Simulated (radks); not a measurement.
The boron ion B2+, 3 electrons, occupied as 2s(up 0.5, down 0.5) 1s(up 1, down 1) (fractional occupations, a model configuration).

Calculated with a radial shooting solver on a logarithmic mesh with Libxc functionals: non-relativistic Kohn-Sham, r2SCAN, spin-polarised, spherical densities, point nucleus; meta-GGA in the generalised Kohn-Sham scheme.

Energy parts (hartree):
| part | energy |
|---|---|
| total | -23.37902 |
| kinetic | 23.32151 |
| electron-nucleus | -51.04186 |
| Hartree | 7.56495 |
| exchange-correlation | -3.22362 |

Orbitals (lengths in bohr, moments of r in powers of bohr; <r^-3> diverges for s and p1/2):
[
 {"orbital": "1s", "occ.": "2", "eigenvalue (hartree)": "-7.87483", "<r^-3>": "-", "<r>": "0.3266"},
 {"orbital": "2s", "occ.": "1", "eigenvalue (hartree)": "-1.15290", "<r^-3>": "-", "<r>": "1.658"}
]

The highest occupied level is 2s at -31.372 eV. Summed over all electrons, <r^2> = 3.504 bohr^2, which gives a Langevin (diamagnetic) susceptibility term of -2.78 x 10^-6 cm^3/mol.
